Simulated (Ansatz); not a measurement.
Consider the isomerisation: `ClC[SiH]1CC1` → `C=CC[SiH2]Cl`.

Isolated molecules relaxed with PBE0-D4/def2-TZVP in Ansatz; ΔE leaves out vibrations. CBS: MP2 limit from def2 TZ/QZ plus the TZ coupled-cluster correction, frozen cores. DFT in def2-TZVPP. B3LYP here is the variant with VWN-RPA as its local correlation; programs differ in this. Each species was taken in one conformer, which may not be the lowest.

```json
{"level": "PBE-D4", "ΔE (kJ/mol)": "-157.3", "difference from CCSD(T)/CBS": "21.1"}
{"level": "revPBE-D4", "ΔE (kJ/mol)": "-161.4", "difference from CCSD(T)/CBS": "17.0"}
{"level": "r2SCAN-D4", "ΔE (kJ/mol)": "-167.8", "difference from CCSD(T)/CBS": "10.6"}
{"level": "B97M-V", "ΔE (kJ/mol)": "-172.3", "difference from CCSD(T)/CBS": "6.1"}
{"level": "r2SCANh-D4", "ΔE (kJ/mol)": "-168.2", "difference from CCSD(T)/CBS": "10.2"}
{"level": "CAM-B3LYP-D4", "ΔE (kJ/mol)": "-179.4", "difference from CCSD(T)/CBS": "-1.0"}
{"level": "ωB97X-V", "ΔE (kJ/mol)": "-167.4", "difference from CCSD(T)/CBS": "11.0"}
{"level": "PBE0", "ΔE (kJ/mol)": "-160.7", "difference from CCSD(T)/CBS": "17.7"}
{"level": "B3LYP", "ΔE (kJ/mol)": "-181.4", "difference from CCSD(T)/CBS": "-3.0"}
{"level": "BHLYP", "ΔE (kJ/mol)": "-188.6", "difference from CCSD(T)/CBS": "-10.2"}
{"level": "MP2/def2-SVP", "ΔE (kJ/mol)": "-185.1", "difference from CCSD(T)/CBS": "-6.7"}
{"level": "HF/def2-TZVPP", "ΔE (kJ/mol)": "-212.7", "difference from CCSD(T)/CBS": "-34.3"}
{"level": "MP2/def2-TZVPP", "ΔE (kJ/mol)": "-174.9", "difference from CCSD(T)/CBS": "3.5"}
{"level": "CCSD/def2-TZVPP", "ΔE (kJ/mol)": "-181.5", "difference from CCSD(T)/CBS": "-3.1"}
{"level": "MP2/def2-QZVPP", "ΔE (kJ/mol)": "-174.9", "difference from CCSD(T)/CBS": "3.5"}
{"level": "CCSD/CBS(def2)", "ΔE (kJ/mol)": "-181.5", "difference from CCSD(T)/CBS": "-3.1"}
{"level": "CCSD(T)/CBS", "ΔE (kJ/mol)": "-178.4", "difference from CCSD(T)/CBS": "0"}
```

Largest T1 diagnostic among the species: 0.010.

From PBE to PBE0 (25 % exact exchange), in def2-TZVPP and without D4, ΔE moves by −3.7 kJ/mol. In def2-TZVPP, CCSD(T) changes the Hartree–Fock value by +34.4 kJ/mol (the triples alone add +3.1 kJ/mol) and MP2 by +37.8 kJ/mol.

CCSD(T)/CBS has its own doubt, a few kJ/mol and more with outer-core shells, so smaller differences from it don't rank the levels.
